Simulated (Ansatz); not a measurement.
Consider the ligand exchange at the Si–O bond: `O[Si](O)(F)O[SiH3]` + H₂Se → `O[Si](O)(F)[SeH]` + `O[SiH3]`.

Program: Ansatz. Geometries: PBE0-D4/def2-TZVP. ΔE: electronic, gas phase. CCSD(T)/CBS is the MP2 limit (def2-TZVPP, def2-QZVPP) plus CCSD(T) − MP2 in def2-TZVPP, frozen cores. Functionals use def2-TZVPP. B3LYP here is the variant with VWN-RPA as its local correlation; programs differ in this. For Se outer-core shells are correlated without core-valence functions, which leaves a few kJ/mol of doubt a bond. Scalar relativity is left out up to krypton. Each species was taken in one conformer, which may not be the lowest.

Question: Is it downhill or uphill in electronic energy at CCSD(T)/CBS, and by how much? (Best estimate.)

Answer: The calculation gave: Uphill: ΔE = +78.1 kJ/mol.

Question: What do these levels give: r2SCAN0-D4, PBE-QIDH, B3LYP, CAM-B3LYP, CCSD/def2-SVP, HF/CBS(def2)? (Best estimate.)

Answer: Ansatz gave: r2SCAN0-D4 79.7, PBE-QIDH 75.3, B3LYP 80.4, CAM-B3LYP 86.6, CCSD/def2-SVP 89.9, HF/CBS(def2) 107.2 kJ/mol.

Question: What do rigid-rotor, harmonic-oscillator terms from PBE0-D4/def2-TZVP frequencies (298.15 K, 1 bar) make of the CCSD(T)/CBS value? (Estimate.)

Answer: The calculation gave: ΔZPE = +6.8 kJ/mol, ΔH = +83.8 kJ/mol, ΔS = 2 J/(mol·K), ΔG = +83.3 kJ/mol. Modes under 50 cm⁻¹ make the entropy rough.

Largest T1 diagnostic among the species: 0.011.

From PBE to PBE0 (25 % exact exchange), in def2-TZVPP and without D4, ΔE moves by +8.6 kJ/mol. In def2-TZVPP, CCSD(T) changes the Hartree–Fock value by −21.0 kJ/mol (the triples alone add −4.2 kJ/mol) and MP2 by −27.0 kJ/mol. Leaving LDA and LC-ωPBE aside and taking each functional with its dispersion term where it has one, the values, not all of them listed here, spread over 31.1 kJ/mol, from revPBE-D4 to BHLYP-D4. LDA lies +6.4 kJ/mol from PBE without D4.
